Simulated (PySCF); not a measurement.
A structure optimised at PBE-D3(BJ)/def2-SVP, used in a PySCF frequency run:

```xyz
9

Ta     0.0758     0.1291     0.0000
N      1.6371     0.9595     0.0000
H      2.5686     1.3793     0.0000
Cl    -0.2119    -1.0126     2.0048
Cl    -0.2119    -1.0126    -2.0048
C     -1.2909     1.7789     0.0000
H     -1.1389     2.4182     0.8958
H     -2.3362     1.3968     0.0000
H     -1.1389     2.4182    -0.8958
```
Charge 0, spin multiplicity 1.

Task: Write its SMILES, formula and point group.

Result: [CH3][Ta](=[NH])([Cl])[Cl], CH4Cl2NTa, Cs

Task: What are its rotational constants (standard atomic weights)?

Result: 2.3113, 1.3942, 1.1771 GHz
